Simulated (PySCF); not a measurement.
C2H6OSi, CH6BOSi, CH4ClSi, CH3F2Si and others (calculated)

All values are calculated (PySCF 2.14.0). Calculation on a computer-drawn molecule: the log of a Hartree-Fock and frozen-core CCSD(T) single point meant for a local Hartree-Fock minimum, with one planted fault or none, to be diagnosed. Offsets are logged minus clean, where the clean run is the same molecule without the fault. The reference is restricted for singlets and unrestricted otherwise, and also for a bond in bohr or an excited solution. Adding or removing an electron swaps singlet and doublet. The excited solution moves the top pair (singlet) or top alpha electron (doublet) to the lowest empty orbital. Highest occupied and lowest empty are orbital energies over both spins, largest force is the largest gradient component, triples share is (T) over the correlation energy, the T1 limit is 0.02 restricted and 0.045 unrestricted, electrons count all cores, a negative frequency is imaginary (commonest isotopes), and the dipole is about the centre of nuclear charge.

Common to all runs: meant charge 0; meant basis cc-pV(D+d)Z; logged SCF converged yes; possible faults no fault, one electron removed, one electron added, multiplicity raised by two, geometry at a saddle point, SCF held on an excited solution, minimal basis STO-3G, one bond length entered in bohr, all coordinates scaled.

(1) C2H6OSi

Logged structure:
```xyz
10
C2H6OSi
C     -3.1296    -0.4693     0.5315
Si    -0.2855     1.6003     0.9164
C      1.2885     0.9512     1.0422
O      2.4179     1.6862     1.3062
H     -2.8243    -1.5130     0.4320
H     -3.6976    -0.1907    -0.3593
H     -3.7951    -0.3864     1.3941
H     -0.5428     3.0388     1.0923
H      1.4460    -0.1212     0.9322
H      3.1189     1.3954     0.7416
```

| Item | Value |
| --- | --- |
| meant multiplicity | 1 |
| logged electrons | 40 |
| logged basis functions | 95 |
| logged spin squared | 1.4282 |
| logged highest occupied | -7.9442 eV |
| logged lowest empty | 1.4781 eV |
| logged largest force | 0.039406 hartree/bohr |
| logged T1 diagnostic | 0.047998 |
| logged D1 diagnostic | 0.22633 |
| logged triples share | 0.030122 |
| logged CC converged | yes |
| logged dipole magnitude | 2.0486 debye |
| logged SCF stable within its kind | yes |
| logged energy HF | -442.85847 hartree |
| logged energy CCSD(T) | -443.4508 hartree |
| planted fault | one bond length entered in bohr, row 1 of the drawn bonds |
| HF energy offset from clean run | 64.05 kcal/mol |
| CCSD(T) energy offset from clean run | 89.17 kcal/mol |

Drawn bonds:
| atom | other atom | order |
| --- | --- | --- |
| 1 | 2 | 1 |
| 2 | 3 | 2 |
| 3 | 4 | 1 |
| 1 | 5 | 1 |
| 1 | 6 | 1 |
| 1 | 7 | 1 |
| 2 | 8 | 1 |
| 3 | 9 | 1 |
| 4 | 10 | 1 |

Notes: T1 above single-reference limit.

(2) CH6BOSi

Logged structure:
```xyz
10
CH6BOSi
C     -1.1762     0.1531     1.7081
Si    -1.0035     1.2584     0.1769
B     -0.6690     0.3784    -1.6204
O     -1.2190    -2.0558    -2.1728
H     -0.2118    -0.2747     1.9989
H     -1.5560     0.7266     2.5571
H     -1.8729    -0.6708     1.5286
H     -0.1157     2.4132     0.4635
H     -0.2425     1.0343    -2.5335
H     -1.5527    -2.5675    -1.4522
```

| Item | Value |
| --- | --- |
| meant multiplicity | 2 |
| logged electrons | 39 |
| logged basis functions | 95 |
| logged spin squared | 1.6074 |
| logged highest occupied | -8.4155 eV |
| logged lowest empty | 0.67191 eV |
| logged largest force | 0.019262 hartree/bohr |
| logged T1 diagnostic | 0.052965 |
| logged D1 diagnostic | 0.30092 |
| logged triples share | 0.032337 |
| logged CC converged | yes |
| logged dipole magnitude | 2.1023 debye |
| logged SCF stable within its kind | yes |
| logged energy HF | -429.68748 hartree |
| logged energy CCSD(T) | -430.22887 hartree |
| planted fault | one bond length entered in bohr, row 3 of the drawn bonds |
| HF energy offset from clean run | 107.1 kcal/mol |
| CCSD(T) energy offset from clean run | 122.5 kcal/mol |

Drawn bonds:
| atom | other atom | order |
| --- | --- | --- |
| 1 | 2 | 1 |
| 2 | 3 | 1 |
| 3 | 4 | 1 |
| 1 | 5 | 1 |
| 1 | 6 | 1 |
| 1 | 7 | 1 |
| 2 | 8 | 1 |
| 3 | 9 | 1 |
| 4 | 10 | 1 |

Notes: T1 above single-reference limit.

(3) CH6BOSi

Logged structure:
```xyz
10
CH6BOSi
C     -1.1338     0.1476     1.6466
Si    -0.9674     1.2131     0.1705
B     -0.6449     0.3648    -1.5620
O     -0.9255    -0.8769    -1.8439
H     -0.2041    -0.2648     1.9269
H     -1.5000     0.7005     2.4650
H     -1.8055    -0.6467     1.4736
H     -0.1116     2.3263     0.4468
H     -0.2338     0.9971    -2.4423
H     -1.2472    -1.3703    -1.1492
```

| Quantity | Value |
| --- | --- |
| meant multiplicity | 2 |
| logged electrons | 39 |
| logged basis functions | 95 |
| logged spin squared | 0.7645 |
| logged highest occupied | -8.0868 eV |
| logged lowest empty | 1.4494 eV |
| logged largest force | 0.042335 hartree/bohr |
| logged T1 diagnostic | 0.015165 |
| logged D1 diagnostic | 0.058791 |
| logged triples share | 0.025648 |
| logged CC converged | yes |
| logged dipole magnitude | 2.2118 debye |
| logged SCF stable within its kind | yes |
| logged energy HF | -429.84559 hartree |
| logged energy CCSD(T) | -430.40599 hartree |
| planted fault | all coordinates scaled, by -3.6 % |
| HF energy offset from clean run | 7.926 kcal/mol |
| CCSD(T) energy offset from clean run | 11.35 kcal/mol |

Drawn bonds:
| atom | other atom | order |
| --- | --- | --- |
| 1 | 2 | 1 |
| 2 | 3 | 1 |
| 3 | 4 | 1 |
| 1 | 5 | 1 |
| 1 | 6 | 1 |
| 1 | 7 | 1 |
| 2 | 8 | 1 |
| 3 | 9 | 1 |
| 4 | 10 | 1 |

(4) CH6BOSi

Logged structure:
```xyz
10
CH6BOSi
C     -1.1762     0.1531     1.7081
Si    -1.0035     1.2584     0.1769
B     -0.6690     0.3784    -1.6204
O     -0.9600    -0.9097    -1.9127
H     -0.2118    -0.2747     1.9989
H     -1.5560     0.7266     2.5571
H     -1.8729    -0.6708     1.5286
H     -0.1157     2.4132     0.4635
H     -0.2425     1.0343    -2.5335
H     -1.2938    -1.4214    -1.1922
```

| Property | Result |
| --- | --- |
| meant multiplicity | 2 |
| logged electrons | 39 |
| logged basis functions | 95 |
| logged spin squared | 1.0054 |
| logged highest occupied | -3.6763 eV |
| logged lowest empty | -1.4933 eV |
| logged largest force | 0.047344 hartree/bohr |
| logged dipole magnitude | 5.1662 debye |
| logged SCF stable within its kind | no |
| logged energy HF | -429.68464 hartree |
| planted fault | SCF held on an excited solution |
| HF energy offset from clean run | 108.9 kcal/mol |

Drawn bonds:
| atom | other atom | order |
| --- | --- | --- |
| 1 | 2 | 1 |
| 2 | 3 | 1 |
| 3 | 4 | 1 |
| 1 | 5 | 1 |
| 1 | 6 | 1 |
| 1 | 7 | 1 |
| 2 | 8 | 1 |
| 3 | 9 | 1 |
| 4 | 10 | 1 |

Notes: coupled-cluster numbers left out as unreliable.

(5) CH4ClSi

Logged structure:
```xyz
7
CH4ClSi
C     -0.4776     0.8333     0.0186
Si     0.1507     2.5996     0.0352
Cl    -0.2999     3.5142    -1.7837
H      0.0005     0.2549    -0.7743
H     -1.5590     0.8176    -0.1442
H     -0.2637     0.3528     0.9773
H     -0.4935     3.4024     1.0993
```

| Property | Result |
| --- | --- |
| meant multiplicity | 2 |
| logged electrons | 42 |
| logged basis functions | 80 |
| logged spin squared | 0 |
| logged highest occupied | -0.4537 eV |
| logged lowest empty | 9.4426 eV |
| logged largest force | 0.091271 hartree/bohr |
| logged T1 diagnostic | 0.0087801 |
| logged D1 diagnostic | 0.022935 |
| logged triples share | 0.024805 |
| logged CC converged | yes |
| logged dipole magnitude | 3.2041 debye |
| logged SCF stable within its kind | yes |
| logged energy HF | -788.64187 hartree |
| logged energy CCSD(T) | -789.08869 hartree |
| planted fault | one electron added |
| HF energy offset from clean run | 12.41 kcal/mol |
| CCSD(T) energy offset from clean run | -5.196 kcal/mol |

Drawn bonds:
| atom | other atom | order |
| --- | --- | --- |
| 1 | 2 | 1 |
| 2 | 3 | 1 |
| 1 | 4 | 1 |
| 1 | 5 | 1 |
| 1 | 6 | 1 |
| 2 | 7 | 1 |

(6) CH4ClSi

Structure as in entry 5.

| Quantity | Value |
| --- | --- |
| meant multiplicity | 2 |
| logged electrons | 41 |
| logged basis functions | 80 |
| logged spin squared | 3.7634 |
| logged highest occupied | -3.5507 eV |
| logged lowest empty | -2.8216 eV |
| logged largest force | 0.15152 hartree/bohr |
| logged T1 diagnostic | 0.052445 |
| logged D1 diagnostic | 0.31261 |
| logged triples share | 0.030511 |
| logged CC converged | yes |
| logged dipole magnitude | 3.0945 debye |
| logged SCF stable within its kind | yes |
| logged energy HF | -788.37914 hartree |
| logged energy CCSD(T) | -788.80084 hartree |
| planted fault | multiplicity raised by two |
| HF energy offset from clean run | 177.3 kcal/mol |
| CCSD(T) energy offset from clean run | 175.4 kcal/mol |

Drawn bonds:
| atom | other atom | order |
| --- | --- | --- |
| 1 | 2 | 1 |
| 2 | 3 | 1 |
| 1 | 4 | 1 |
| 1 | 5 | 1 |
| 1 | 6 | 1 |
| 2 | 7 | 1 |

Notes: T1 above single-reference limit.

(7) CH3F2Si

Logged structure:
```xyz
7
CH3F2Si
C     -2.5359    -0.0826     0.1960
Si    -1.1970     0.0103    -1.0929
F     -1.0009     1.5468    -1.5351
F      0.2023    -0.4305    -0.4277
H     -2.6527    -1.1070     0.5553
H     -2.2660     0.5588     1.0400
H     -3.4886     0.2578    -0.2144
```

| Quantity | Value |
| --- | --- |
| meant multiplicity | 2 |
| logged electrons | 42 |
| logged basis functions | 80 |
| logged spin squared | 0 |
| logged highest occupied | -0.32402 eV |
| logged lowest empty | 9.7147 eV |
| logged largest force | 0.1019 hartree/bohr |
| logged T1 diagnostic | 0.012027 |
| logged D1 diagnostic | 0.037031 |
| logged triples share | 0.019101 |
| logged CC converged | yes |
| logged dipole magnitude | 3.3436 debye |
| logged SCF stable within its kind | yes |
| logged energy HF | -527.506 hartree |
| logged energy CCSD(T) | -528.16365 hartree |
| planted fault | one electron added |
| HF energy offset from clean run | 15.4 kcal/mol |
| CCSD(T) energy offset from clean run | -0.4595 kcal/mol |

Drawn bonds:
| atom | other atom | order |
| --- | --- | --- |
| 1 | 2 | 1 |
| 2 | 3 | 1 |
| 2 | 4 | 1 |
| 1 | 5 | 1 |
| 1 | 6 | 1 |
| 1 | 7 | 1 |

(8) CH3F2Si

Logged structure:
```xyz
7
CH3F2Si
C     -2.5359    -0.0826     0.1960
Si    -1.1970     0.0103    -1.0929
F     -1.0009     1.5468    -1.5351
F      0.2023    -0.4305    -0.4277
H     -2.6527    -1.1070     0.5553
H     -2.2660     0.5588     1.0400
H     -4.3363     0.5607    -0.5795
```

| Property | Result |
| --- | --- |
| meant multiplicity | 2 |
| logged electrons | 41 |
| logged basis functions | 80 |
| logged spin squared | 1.4559 |
| logged highest occupied | -10.06 eV |
| logged lowest empty | 1.3884 eV |
| logged largest force | 0.022129 hartree/bohr |
| logged T1 diagnostic | 0.055093 |
| logged D1 diagnostic | 0.27903 |
| logged triples share | 0.026201 |
| logged CC converged | yes |
| logged dipole magnitude | 2.1938 debye |
| logged SCF stable within its kind | yes |
| logged energy HF | -527.39927 hartree |
| logged energy CCSD(T) | -528.0302 hartree |
| planted fault | one bond length entered in bohr, row 6 of the drawn bonds |
| HF energy offset from clean run | 82.38 kcal/mol |
| CCSD(T) energy offset from clean run | 83.28 kcal/mol |

Drawn bonds:
| atom | other atom | order |
| --- | --- | --- |
| 1 | 2 | 1 |
| 2 | 3 | 1 |
| 2 | 4 | 1 |
| 1 | 5 | 1 |
| 1 | 6 | 1 |
| 1 | 7 | 1 |

Notes: T1 above single-reference limit.

(9) CH6NOSi

Logged structure:
```xyz
10
CH6NOSi
C      0.9620    -1.2701    -0.6388
Si    -0.1552    -1.8952    -2.0166
N     -1.6085    -0.9589    -1.9593
O      0.5185    -1.6847    -3.5162
H      1.9219    -1.7917    -0.6525
H      1.1510    -0.1976    -0.7575
H      0.5054    -1.4303     0.3424
H     -2.3418    -1.1713    -2.6119
H     -2.0110    -0.7576    -1.0617
H      0.5065    -0.8065    -3.8719
```

| Quantity | Value |
| --- | --- |
| meant multiplicity | 2 |
| logged electrons | 41 |
| logged basis functions | 95 |
| logged spin squared | 0.7538 |
| logged highest occupied | -8.0922 eV |
| logged lowest empty | 2.6575 eV |
| logged largest force | 3.112e-05 hartree/bohr |
| logged lowest frequency | 143.48 cm⁻¹ |
| logged T1 diagnostic | 0.013106 |
| logged D1 diagnostic | 0.057572 |
| logged triples share | 0.024215 |
| logged CC converged | yes |
| logged dipole magnitude | 2.0297 debye |
| logged SCF stable within its kind | yes |
| logged energy HF | -459.66228 hartree |
| logged energy CCSD(T) | -460.30233 hartree |
| planted fault | no fault |
| HF energy offset from clean run | 0 kcal/mol |
| CCSD(T) energy offset from clean run | 0 kcal/mol |

Drawn bonds:
| atom | other atom | order |
| --- | --- | --- |
| 1 | 2 | 1 |
| 2 | 3 | 1 |
| 2 | 4 | 1 |
| 1 | 5 | 1 |
| 1 | 6 | 1 |
| 1 | 7 | 1 |
| 3 | 8 | 1 |
| 3 | 9 | 1 |
| 4 | 10 | 1 |

(10) CH6NOSi

Structure as in entry 9.

| Property | Result |
| --- | --- |
| meant multiplicity | 2 |
| logged electrons | 41 |
| logged basis functions | 95 |
| logged spin squared | 3.759 |
| logged highest occupied | -2.523 eV |
| logged lowest empty | -0.47038 eV |
| logged largest force | 0.070454 hartree/bohr |
| logged T1 diagnostic | 0.018574 |
| logged D1 diagnostic | 0.083617 |
| logged triples share | 0.025055 |
| logged CC converged | yes |
| logged dipole magnitude | 2.0941 debye |
| logged SCF stable within its kind | yes |
| logged energy HF | -459.4178 hartree |
| logged energy CCSD(T) | -460.03352 hartree |
| planted fault | multiplicity raised by two |
| HF energy offset from clean run | 153.4 kcal/mol |
| CCSD(T) energy offset from clean run | 168.7 kcal/mol |

Drawn bonds:
| atom | other atom | order |
| --- | --- | --- |
| 1 | 2 | 1 |
| 2 | 3 | 1 |
| 2 | 4 | 1 |
| 1 | 5 | 1 |
| 1 | 6 | 1 |
| 1 | 7 | 1 |
| 3 | 8 | 1 |
| 3 | 9 | 1 |
| 4 | 10 | 1 |
